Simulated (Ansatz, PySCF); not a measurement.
Pair of molecules: C2H6 (SMILES CC) (first 8 atoms) with CH4S (SMILES CS); geometry from B3LYP-D3(BJ)/def2-TZVP, rigid monomers moved along the line of their centres of mass till C1···H11 is 2.72 Å.
(charge 0, multiplicity 1):
```xyz
14

C     -0.527     0.559     0.233
C      0.547    -0.523     0.163
H     -1.277     0.421    -0.547
H     -0.096     1.554     0.101
H     -1.043     0.541     1.194
H      0.117    -1.517     0.304
H      1.310    -0.380     0.931
H      1.055    -0.520    -0.803
C      0.836     0.881     3.504
S     -0.321    -0.508     3.730
H      0.708     1.346     2.529
H      0.590     1.609     4.275
H      1.867     0.562     3.638
H      0.146    -1.274     2.731
```

Interaction energies are E(AB) − E(A) − E(B) at the monomers' geometry in the complex; basis-set methods are counterpoise corrected.

Correlated levels freeze the cores.

Run with Ansatz (a program for electronic structure); PySCF for the dispersion terms. 

Predict the interaction energy from PBE-D4/def2-TZVPPD.

-1.3 kcal/mol
